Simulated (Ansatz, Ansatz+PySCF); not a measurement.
```xyz
12

B     1.4534    0.0064   -0.0009
N     0.7130    1.2214   -0.0034
B    -0.7316    1.2513    0.0049
N    -1.4082   -0.0080    0.0060
B    -0.7314   -1.2519   -0.0052
N     0.7093   -1.2109   -0.0014
H     2.6592    0.0088   -0.0033
H     1.2051    2.0998   -0.0076
H    -1.3348    2.2952   -0.0055
H    -2.4191    0.0067    0.0074
H    -1.3342   -2.3002    0.0076
H     1.2188   -2.0939    0.0036
```

Basis set: def2-SVP (spherical functions). Left uncorrelated: 6 orbitals. Charge 0, multiplicity 1.

Computed with Ansatz (development build ahead of 0.2.0); each method stands on the lowest determinant of its kind that the runs found. Restricted open shells among the atoms or ions are ROHF, correlated in semicanonical orbitals with singles.

Give the atomization energy at this shape (free ground-state atoms in the same class of orbitals less the molecule, no zero-point energy) of singlet B3N3H6 by RHF-MP2, UHF-MP2, RHF, UHF.

```
 method  atomization energy
RHF-MP2            51.59 eV
UHF-MP2            51.54 eV
    RHF            40.65 eV
    UHF            40.11 eV
```
